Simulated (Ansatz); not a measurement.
# Four-centre ligand exchange

Start structure (GeAsH7O, singlet), relaxed at PBE0-D4/def2-TZVP:

```xyz
10
angstrom
Ge -1.0758 1.2050 -0.7963
O 0.0852 1.7271 0.4553
H -0.2123 0.9555 -2.0344
H -1.7900 -0.0817 -0.3385
H -2.1127 2.3189 -1.0379
H 1.3689 -0.7382 0.6862
As 1.1469 -2.0908 0.0293
H -0.3439 1.9628 1.2803
H 0.4386 -2.6419 1.2582
H 2.4953 -2.6168 0.4978
```

The step: GeH₄O ([OH][GeH3]) + AsH₃ → GeAsH₅ ([GeH3][AsH2]) + H₂O; bonds formed: Ge1–As7, O2–H6; bonds broken: Ge1–O2, H6–As7. Program: Ansatz 0.2.0. Basis: def2-TZVPP and def2-QZVPP. Cores are frozen in the correlated methods. Filled d shells of the heavier atoms are correlated. The def2 sets are not built for correlating such inner shells, so the correlated values are less sure here. Extrapolation: Hartree–Fock as exp(−7.88 √X), correlation as X^−2.97. Energies below are by CCSD(T) at an estimated basis limit (MP2 extrapolated from triple and quadruple zeta, plus CCSD(T) − MP2 in triple zeta).

Question: What are the electronic barrier and the energy of the step, from the start structure to the end structure? (To be estimated.)

Answer: The calculation gives: Barrier 38.09 kcal/mol; step energy -5.74 kcal/mol (downhill); reverse barrier, their difference, 43.83 kcal/mol. Barrier and step energy count from the start structure, the reverse barrier from the end structure.

The saddle point: One imaginary mode of 418i cm⁻¹.
```
   pair  start (Å)  saddle (Å)  end (Å)
Ge1–As7       4.06        3.03     2.42
  O2–H6       2.79        1.07     0.96
 Ge1–O2       1.79        1.97     3.27
 H6–As7       1.52        2.08     3.97
```

Zero-point energy (harmonic, PBE0-D4): ZPE is 37.15 kcal/mol at the start and 37.50 kcal/mol at the saddle, so the barrier goes from 38.09 to 38.45 kcal/mol.

T1 diagnostic: at most 0.013.

Labels in which every atom is bracketed show which atoms are joined, not bond orders.

For scale, one of the runs: CCSD(T)/def2-TZVPP, 225 basis functions, launched by `ansatz run in.yaml --threads 8 --pin off --events-out ev --progress --plain --max-ram 19148MiB`. Time: 98 s of wall clock on 8 CPU threads of an Arm Neoverse V1; the host was shared. Peak host memory: 3.8 GiB.
